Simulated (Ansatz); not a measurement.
Molecule: sum formula AlBrCl$_{2}$, net charge 0, singlet state. 
Structure (B3LYP-D3(BJ)/def2-TZVP (Ansatz, a program for electronic structure) minimum search):
```xyz
4

Cl    -1.4259     1.9076    -0.0725
Al    -0.5191     0.0386    -0.0169
Cl    -1.6937    -1.6756    -0.0290
Br     1.7080    -0.1270     0.0555
```

Basis-set convergence of Hartree-Fock and CCSD(T) correlation energies (hartree) with Ansatz. Correlated levels leave the core frozen unless marked. Spin-orbit coupling is left out. Frozen are the shells of the preceding noble gas and the d and f shells that filled before the atom's block. No relativistic terms.

| basis | functions | E(HF) | E(corr, CCSD(T)) |
|---|---|---|---|
| def2-SVP | 86 | -3732.87953 | -0.47840 |
| def2-TZVPP | 174 | -3733.59549 | -0.67199 |
| def2-QZVPP | 299 | -3733.67707 | -0.73807 |

Extrapolating the two largest sets (X = 3 and 4) as X^-3: E(corr) = (64·(-0.73807) - 27·(-0.67199))/37 = -0.7863 Eh, an estimate of the basis-set limit. The largest set recovers 93.9 % of it, the smallest 60.8 %.
